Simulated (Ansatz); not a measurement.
Reactions of `COCO`.

Gas-phase electronic energies from Ansatz, PBE0-D4/def2-TZVP geometries. CCSD(T)/CBS adds triple-zeta CCSD(T) − MP2 to the extrapolated MP2 energy (def2 sets, frozen cores). This one scheme is used for every species. Functionals use def2-TZVPP. For Se outer-core shells are correlated without core-valence functions, which leaves a few kJ/mol of doubt a bond. Scalar relativity is left out up to krypton. Each species was taken in one conformer, which may not be the lowest.

| reaction | PBE0-D4 (kcal/mol) | ωB97X-V (kcal/mol) | PBE-D4 (kcal/mol) | r2SCAN-D4 (kcal/mol) |
| --- | --- | --- | --- | --- |
| `COCO` + `CNB(F)F` → `CN(C)B(F)F` + `OCO` | -4.6 | -4.0 | -4.5 | -4.1 |
| `COCO` + `CCl` → `COCCCl` + H₂O | -3.7 | -2.9 | -3.2 | -3.0 |
| `COCO` + CH₃SH → `CSCO` + CH₃OH | -1.8 | -0.3 | -2.3 | -1.3 |
| `COCO` + H₂Se → `OC[SeH]` + CH₃OH | 1.7 | 3.5 | 0.9 | 2.3 |
| `COCO` + `F[Si](F)(S)Cl` → `CS[Si](F)(F)Cl` + `OCO` | -8.6 | -7.3 | -8.6 | -8.0 |

Q: Give the CCSD(T)/CBS values in the same order. (An estimate is asked.)

A: Ansatz gave: -4.9, -5.6, -1.8, 1.6, -8.5 kcal/mol.

Largest T1 diagnostic: 0.011, for `F[Si](F)(S)Cl`.
